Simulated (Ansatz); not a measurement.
Relaxation of CH$_{6}$BClO (10 atoms, charge 0, multiplicity 1), to a largest force component of 0.03 eV/Å in at most 50 steps.

These are results of RKS B3LYP-D4/6-31G* in Ansatz, not measurements.

```xyz
10
Properties=species:S:1:pos:R:3:forces:R:3
B 0.112 0.208 0.211 -0.11 -0.15 0.33
C 0.062 0.227 1.797 0.08 0.14 -0.32
H -0.890 -0.126 2.215 0.00 -0.01 -0.02
H 0.896 -0.328 2.243 -0.01 0.02 0.03
H 0.172 1.267 2.142 0.01 -0.01 -0.04
Cl 1.663 0.405 -0.620 0.02 -0.01 0.01
H -0.860 0.267 -0.481 0.03 -0.01 0.05
O -0.180 -2.369 0.418 -0.03 0.53 0.65
H -1.076 -2.406 0.049 -0.02 -0.01 0.01
H -0.308 -2.011 1.328 0.04 -0.49 -0.70
```

**Question.** Where does it end, and by what steps?

**Answer.** It converged. After 10 steps the energy has fallen by 0.258 eV; O8 moved furthest, 0.47 Å. Joined: B1–O8 (2.60 → 1.78 Å).

| step | energy less start (eV) | largest force component (eV/Å) | accepted |
| --- | --- | --- | --- |
| 0 | 0.0000 | 0.702 | yes |
| 1 | 0.0267 | 2.529 | no |
| 2 | -0.0460 | 0.700 | yes |
| 3 | -0.0861 | 0.894 | yes |
| 4 | -0.1468 | 1.526 | yes |
| 5 | -0.2129 | 1.075 | yes |
| 6 | -0.2400 | 0.268 | yes |
| 7 | -0.2536 | 0.186 | yes |
| 8 | -0.2512 | 0.321 | no |
| 9 | -0.2578 | 0.061 | yes |
| 10 | -0.2582 | 0.017 | yes |

```xyz
10
Properties=species:S:1:pos:R:3
B 0.033 -0.145 0.300
C 0.044 0.232 1.844
H -0.889 -0.040 2.360
H 0.888 -0.212 2.390
H 0.148 1.319 1.949
Cl 1.612 0.113 -0.598
H -0.931 0.136 -0.361
O -0.138 -1.918 0.303
H -0.993 -2.127 -0.110
H -0.184 -2.224 1.226
```

Whether the end is a true minimum wasn't checked by a vibrational analysis.

The run took 36 s on 1 thread of Intel(R) Xeon(R) CPU @ 2.60GHz (Ice Lake), with other jobs on the host, peak memory 0.17 GiB.
